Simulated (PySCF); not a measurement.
# Electron correlation in Al (aluminium, neutral)

[Ne] 3s2 3p1, 2P determinant. Computed with PySCF 2.14 in Sapporo-DZP-2012, with the spin-free X2C one-electron Hamiltonian (Gaussian nucleus). Frozen: [Ne]; 3 electrons correlated.

MP2 pair energies summed by pair of shells (mhartree):

| pair | energy | share (%) |
| --- | --- | --- |
| 3s-3s | -17.59 | 58.6 |
| 3s-3p | -12.43 | 41.4 |

Total MP2 correlation energy: -30.02 mhartree.

Same-spin part -2.15 and opposite-spin part -27.87 mhartree; SCS-MP2 scales them by 1/3 and 6/5 to -34.16 mhartree.

```
  level  correlation energy (mhartree)
   CCSD                         -47.23
    (T)                          -0.70
CCSD(T)                         -47.93
```

Diagnostics: T1 = 0.016, D1 = 0.0374, largest double amplitude 0.089.

Cost of the coupled-cluster step: 0.07 s of wall time on 1 thread of AMD EPYC 9R45 96-Core Processor (shared host), for 3 correlated electrons.

Iterations:

```
CC2 = 0
CCSD nocc = (np.int64(2), np.int64(1)), nmo = (22, 22)
frozen orbitals [[0, 1, 2, 3, 4], [0, 1, 2, 3, 4]]
max_cycle = 100
direct = 0
conv_tol = 1e-08
conv_tol_normt = 1e-06
diis_space = 8
diis_start_cycle = 0
Init t2, MP2 energy = -0.03001661778267
Init E_corr(UCCSD) = -0.030016617788257
cycle = 1  E_corr(UCCSD) = -0.0404546153907584  dE = -0.0104379976  norm(t1,t2) = 0.0652851
cycle = 2  E_corr(UCCSD) = -0.0443014514692358  dE = -0.00384683608  norm(t1,t2) = 0.0290612
cycle = 3  E_corr(UCCSD) = -0.0472002391496964  dE = -0.00289878768  norm(t1,t2) = 0.0142651
cycle = 4  E_corr(UCCSD) = -0.04719188487879  dE = 8.35427091e-06  norm(t1,t2) = 0.0023827
cycle = 5  E_corr(UCCSD) = -0.0472384405664144  dE = -4.65556876e-05  norm(t1,t2) = 0.000374907
cycle = 6  E_corr(UCCSD) = -0.0472194027420205  dE = 1.90378244e-05  norm(t1,t2) = 8.22138e-05
cycle = 7  E_corr(UCCSD) = -0.0472304191012409  dE = -1.10163592e-05  norm(t1,t2) = 3.53828e-05
cycle = 8  E_corr(UCCSD) = -0.0472265661899472  dE = 3.85291129e-06  norm(t1,t2) = 1.58298e-05
cycle = 9  E_corr(UCCSD) = -0.0472267895162979  dE = -2.23326351e-07  norm(t1,t2) = 1.32814e-06
cycle = 10  E_corr(UCCSD) = -0.047226805874897  dE = -1.6358599e-08  norm(t1,t2) = 2.27499e-07
cycle = 11  E_corr(UCCSD) = -0.0472268112598791  dE = -5.38498215e-09  norm(t1,t2) = 3.69666e-08
UCCSD converged
E(UCCSD) = -242.2962262107124  E_corr = -0.04722681125987914
UCCSD(T) correction = -0.000697297435773666
```
